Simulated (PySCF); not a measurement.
F₂O₂W, charge -1, doublet, at a GFN2-xTB geometry of the parent state (such geometries of metal compounds can be far from the true shape) (a state made from the parent by changing its charge; the spin is typed, not shown lowest) (core potentials on W) (in this run its highest filled SCF level lies above zero, so its values depend strongly on the basis, on diffuse functions most of all); TPSS/def2-SVP run with PySCF.

Here is a job for PySCF.
```python
from pyscf import gto, scf, dft

mol = gto.M(
    atom='''
W     0.054870   -0.011695    0.018386
O     1.322296   -0.356872   -1.036446
O     0.493459   -0.030142    1.644881
F    -0.715267    1.598886   -0.415930
F    -1.349892   -1.158712   -0.276078
''',
    basis='def2-svp',
    ecp={'W': 'def2-svp'},
    charge=-1,
    spin=1,
    verbose=4,
)

mf = dft.UKS(mol)
mf.xc = 'tpss'
mf.kernel()
```

Output, abridged:

```
PySCF version 2.14.0

[INPUT] verbose = 4
[INPUT] num. atoms = 5
[INPUT] num. electrons = 49
[INPUT] charge = -1
[INPUT] spin (= nelec alpha-beta = 2S) = 1
[INPUT] symmetry False subgroup None
[INPUT] Mole.unit = angstrom
[INPUT] Symbol           X                Y                Z      unit          X                Y                Z       unit  Magmom
[INPUT]  1 W      0.054870000000  -0.011695000000   0.018386000000 AA    0.103689272455  -0.022100347027   0.034744504526 Bohr   0.0
[INPUT]  2 O      1.322296000000  -0.356872000000  -1.036446000000 AA    2.498777295608  -0.674390341526  -1.958599082901 Bohr   0.0
[INPUT]  3 O      0.493459000000  -0.030142000000   1.644881000000 AA    0.932502363702  -0.056960124847   3.108374597501 Bohr   0.0
[INPUT]  4 F     -0.715267000000   1.598886000000  -0.415930000000 AA   -1.351658735939   3.021456644401  -0.785993786990 Bohr   0.0
[INPUT]  5 F     -1.349892000000  -1.158712000000  -0.276078000000 AA   -2.550926177741  -2.189648337247  -0.521711809018 Bohr   0.0

nuclear repulsion = 222.760920503859
number of shells = 36
number of NR pGTOs = 153
number of NR cGTOs = 88
basis = def2-svp
ecp = {'W': 'def2-svp'}

******** <class 'pyscf.dft.uks.UKS'> ********
method = UKS
initial guess = minao
damping factor = 0
level_shift factor = 0
DIIS = <class 'pyscf.scf.diis.CDIIS'>
diis_start_cycle = 1
diis_space = 8
diis_damp = 0
SCF conv_tol = 1e-09
SCF conv_tol_grad = None
SCF max_cycles = 50
direct_scf = True
direct_scf_tol = 1e-13
number electrons alpha = 25  beta = 24
XC library pyscf.dft.libxc version 7.1.2
    S. Lehtola, C. Steigemann, M. J. T. Oliveira, and M. A. L. Marques,  SoftwareX 7, 1–5 (2018)
XC functionals = tpss
    J. Tao, J. P. Perdew, V. N. Staroverov, and G. E. Scuseria,  Phys. Rev. Lett. 91, 146401 (2003)
    J. P. Perdew, J. Tao, V. N. Staroverov, and G. E. Scuseria,  J. Chem. Phys. 120, 6898 (2004)
    J. Tao, J. P. Perdew, V. N. Staroverov, and G. E. Scuseria,  Phys. Rev. Lett. 91, 146401 (2003)
    J. P. Perdew, J. Tao, V. N. Staroverov, and G. E. Scuseria,  J. Chem. Phys. 120, 6898 (2004)
radial grids:
    Treutler-Ahlrichs [JCP 102, 346 (1995); DOI:10.1063/1.469408] (M4) radial grids

becke partition: Becke, JCP 88, 2547 (1988); DOI:10.1063/1.454033
pruning grids: <function nwchem_prune>
grids dens level: 3
symmetrized grids: False
atomic radii adjust function: <function treutler_atomic_radii_adjust>
small_rho_cutoff = 0
Set gradient conv threshold to 3.16228e-05
tot grids = 81000
init E= -404.917736317508

cycle= 1 E= -416.629877381285  delta_E= -11.7  |g|= 1.25  |ddm|= 5.12
cycle= 2 E= -408.901637905128  delta_E= 7.73  |g|= 3.85  |ddm|= 5.71
cycle= 3 E= -416.555893079159  delta_E= -7.65  |g|= 1.21  |ddm|= 5.31
cycle= 4 E= -417.192286078272  delta_E= -0.636  |g|= 0.298  |ddm|= 3.42
cycle= 5 E= -417.209125597492  delta_E= -0.0168  |g|= 0.154  |ddm|= 0.396
cycle= 6 E= -417.220414645478  delta_E= -0.0113  |g|= 0.0446  |ddm|= 0.432
cycle= 7 E= -417.221338075823  delta_E= -0.000923  |g|= 0.0122  |ddm|= 0.0896
cycle= 8 E= -417.221397432255  delta_E= -5.94e-05  |g|= 0.00199  |ddm|= 0.0118
cycle= 9 E= -417.221399107792  delta_E= -1.68e-06  |g|= 0.000684  |ddm|= 0.00379
cycle= 10 E= -417.221399351375  delta_E= -2.44e-07  |g|= 0.000129  |ddm|= 0.000789
cycle= 11 E= -417.221399350366  delta_E= 1.01e-09  |g|= 0.000162  |ddm|= 0.000238
cycle= 12 E= -417.22139936008  delta_E= -9.71e-09  |g|= 5.78e-05  |ddm|= 0.000152
cycle= 13 E= -417.221399361599  delta_E= -1.52e-09  |g|= 2.84e-05  |ddm|= 7.75e-05
cycle= 14 E= -417.221399361707  delta_E= -1.09e-10  |g|= 2.04e-05  |ddm|= 5.04e-05
Extra cycle  E= -417.221399360371  delta_E= 1.34e-09  |g|= 6.03e-05  |ddm|= 0.000133
converged SCF energy = -417.221399360371  <S^2> = 0.75289003  2S+1 = 2.0028879
```
